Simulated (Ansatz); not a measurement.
Computed with Ansatz on PBE0-D4/def2-TZVP structures; ΔE is electronic, products minus reactants. CBS: MP2 limit from def2 TZ/QZ plus the TZ coupled-cluster correction, frozen cores. This one scheme is used for every species, atoms too. Functionals use def2-TZVPP. No spin–orbit coupling; open shells (•) take unrestricted orbitals. Spin–orbit coupling would lower the free atoms: a little for Al, C, S. Each species was taken in one conformer, which may not be the lowest.

Reaction (atomization): `[AlH2]/[N]=C\S` → Al• + C• + 4 H• + N• + S•

`[AlH2]/[N]=C\S`:

```xyz
8

Al   -0.201    1.990    0.008
N     0.182    0.285   -0.043
C     0.379   -0.937   -0.063
S    -0.900   -2.131    0.228
H    -0.055    2.730    1.395
H    -0.636    2.680   -1.345
H     1.355   -1.399   -0.262
H    -0.124   -3.218    0.082
```

CCSD(T)/CBS gives +626.2 kcal/mol.

**Question.** Another level gave +631.4 kcal/mol. Which?
A. LDA (SPW92)/def2-TZVPP
B. r2SCAN/def2-TZVPP
C. BHLYP/def2-TZVPP
D. ωB97X-V/def2-TZVPP

**Answer.** D. ωB97X-V 631.4, BHLYP 601.3, r2SCAN 629.4, LDA (SPW92) 725.2 kcal/mol.

Largest T1 diagnostic among the species: 0.018.

The D4 term adds +6.2 kcal/mol with B3LYP and +3.2 kcal/mol with PBE0; it sums over pairs of atoms, weighted by their polarisabilities, and B3LYP, whose exchange is more repulsive, gets the larger term. From r2SCAN to r2SCAN0 (25 % exact exchange), in def2-TZVPP and without D4, ΔE moves by −15.2 kcal/mol: exact exchange takes away binding that semilocal exchange gives to molecules. At CCSD(T), def2-SVP lies −42.4 kcal/mol from the extrapolated value and def2-TZVPP −20.5 kcal/mol: correlation converges slowly with the basis, and small sets miss more of it in the bonded molecule than in its fragments.

B3LYP here is the variant with VWN-RPA as its local correlation; programs differ in this.

For atomizations the MP2-based limit and the directly extrapolated one differ by several kJ/mol either way, and by 10 to 25 for some Ge, Se and Sn compounds, so smaller differences from it don't rank the levels.
